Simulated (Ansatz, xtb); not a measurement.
## C4H2BrClN2: which of two isomers lies lower

We compare a, `Clc1nccnc1Br`, a singlet, with b, `Clc1cnc(Br)cn1`, a singlet. Both are isolated molecules in the gas phase, relaxed with PBE0-D3(BJ)/def2-SVP.

Q: Estimate E(b) − E(a) at the level CCSD(T)/def2-SVP + ΔMP2/def2-TZVPP.

A: Calculated at CCSD(T)/def2-SVP + ΔMP2/def2-TZVPP: E(b) − E(a) = −5.85 kJ/mol, so structure b lies lower.

The same difference at several levels:

```json
{"level": "GFN2-xTB", "geometry": "GFN2-xTB", "E(b) − E(a) (kJ/mol)": "−2.17", "departure from the last row (kJ/mol)": "+3.69", "job, with rough time for the two": "optimisation, 0.13 s"}
{"level": "HF/STO-3G", "geometry": "GFN2-xTB", "E(b) − E(a) (kJ/mol)": "−5.56", "departure from the last row (kJ/mol)": "+0.30", "job, with rough time for the two": "single point, 0.8 s"}
{"level": "r2SCAN-D4/def2-SVP", "geometry": "GFN2-xTB", "E(b) − E(a) (kJ/mol)": "−2.33", "departure from the last row (kJ/mol)": "+3.53", "job, with rough time for the two": "single point, 7.5 s"}
{"level": "PBE0-D3(BJ)/def2-SVP", "geometry": "PBE0-D3(BJ)/def2-SVP", "E(b) − E(a) (kJ/mol)": "−3.24", "departure from the last row (kJ/mol)": "+2.61", "job, with rough time for the two": "optimisation, 55 s"}
{"level": "HF/def2-SVP", "geometry": "PBE0-D3(BJ)/def2-SVP", "E(b) − E(a) (kJ/mol)": "−10.26", "departure from the last row (kJ/mol)": "−4.40", "job, with rough time for the two": "part of the CCSD(T) run"}
{"level": "MP2/def2-SVP", "geometry": "PBE0-D3(BJ)/def2-SVP", "E(b) − E(a) (kJ/mol)": "−4.90", "departure from the last row (kJ/mol)": "+0.96", "job, with rough time for the two": "part of the CCSD(T) run"}
{"level": "CCSD(T)/def2-SVP", "geometry": "PBE0-D3(BJ)/def2-SVP", "E(b) − E(a) (kJ/mol)": "−5.99", "departure from the last row (kJ/mol)": "−0.13", "job, with rough time for the two": "single point"}
{"level": "CCSD(T)/def2-SVP + ΔMP2/def2-TZVPP", "geometry": "PBE0-D3(BJ)/def2-SVP", "E(b) − E(a) (kJ/mol)": "−5.85", "departure from the last row (kJ/mol)": "", "job, with rough time for the two": "single point, 3.1 min"}
```

As drawn, both hold the same kinds of bond in the same numbers.

The levels shown agree on the order. The largest departure from CCSD(T)/def2-SVP + ΔMP2/def2-TZVPP is that of HF/def2-SVP, 4.40 kJ/mol. The last row adds to CCSD(T) the change of the MP2 difference between the two basis sets, here +0.13 kJ/mol.

With thermal terms from frequencies at re-optimised GFN2-xTB minima (ideal gas, soft modes damped towards free rotors, one conformer each, 298.15 K, 1 atm): the zero-point term adds −0.18 kJ/mol; ΔH is −5.99 and ΔG −5.88 kJ/mol.

The correlated steps freeze 20 core orbitals; the filled d shell of Br is correlated, in a basis made for valence electrons. Programs: Ansatz 0.2.0, xtb 6.7.1; the last row on 2 threads of Arm Neoverse V2 on a shared host.
